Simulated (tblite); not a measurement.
Start geometry of `COC[Si@H](F)C/C=C\F` from a force field or distance geometry (Å):
```
atom  x, y, z in Å
C1    -3.4151   -0.1703    1.0868
O2    -2.0391    0.1325    0.9982
C3    -1.6028    0.3389   -0.3454
Si4    0.2071    0.7811   -0.6019
F5     0.4828    0.8345   -2.1709
C6     1.3146   -0.5628    0.1231
C7     2.7911   -0.3726   -0.1431
C8     3.7095   -0.1803    0.8192
F9     3.3798   -0.1316    2.1191
H10   -3.6866   -0.3242    2.1428
H11   -3.6560   -1.0831    0.5297
H12   -4.0189    0.6652    0.7034
H13   -1.8255   -0.5667   -0.9125
H14   -2.2049    1.1555   -0.7791
H15    0.5227    2.1161   -0.0116
H16    1.1239   -0.6233    1.2154
H17    1.0206   -1.5244   -0.2949
H18    3.1207   -0.4228   -1.1753
H19    4.7662   -0.0522    0.6784
```

**Question.** What comes out of this run: GFN2-xTB geometry optimisation, gas phase (tblite)?

**Answer.** 
```
atom  x, y, z in Å
C1    -3.3285   -0.1524    1.1014
O2    -1.9712    0.1542    0.9179
C3    -1.6234    0.3571   -0.4389
Si4    0.2338    0.7711   -0.4848
F5     0.5978    0.9784   -2.0559
C6     1.2789   -0.6986    0.1364
C7     2.7289   -0.4759   -0.1197
C8     3.6006   -0.0787    0.7890
F9     3.2441    0.1424    2.0722
H10   -3.4782   -0.2898    2.1705
H11   -3.6018   -1.0742    0.5718
H12   -3.9723    0.6609    0.7430
H13   -1.8633   -0.5425   -1.0262
H14   -2.2221    1.1757   -0.8635
H15    0.5625    2.0450    0.1335
H16    1.1093   -0.8338    1.2040
H17    0.9615   -1.6118   -0.3713
H18    3.0813   -0.6188   -1.1287
H19    4.6526    0.1008    0.6306
```

The energy falls by 17.4 kJ/mol over 91 L-BFGS steps, the largest force on an atom goes from 1.76 to 0.007 eV/Å, and the atoms move by 0.161 Å rms after alignment. The bond that changes most is Si4–H15 (fluorine-bound silicon to Si–H hydrogen), which shortens by 0.040 Å. Bonds longer at the end by more than 0.005 Å: 6 of 18; shorter: 8. Among the angles that change most is O2–C3–Si4, from 117.2° to 107.1°. Among the dihedrals that turn most is H17–C6–C7–C8, from -122° to -138°. Rotational constants go from 1880, 612.8, 485.6 to 1952, 641.2, 518.2 MHz. The orientation of the end geometry is arbitrary; only internal coordinates are fixed.

On one thread of an Arm Neoverse V2 (shared host), this took 0.59 s.

Its GFN2-xTB frequencies are all real (lowest 23 cm⁻¹). One conformer, not necessarily the lowest. 3 starts were optimised and ended at 0.00, 0.28 and 2.32 kcal/mol (GFN2-xTB); the lowest of these is shown.

The numbers are calculated, not measured.
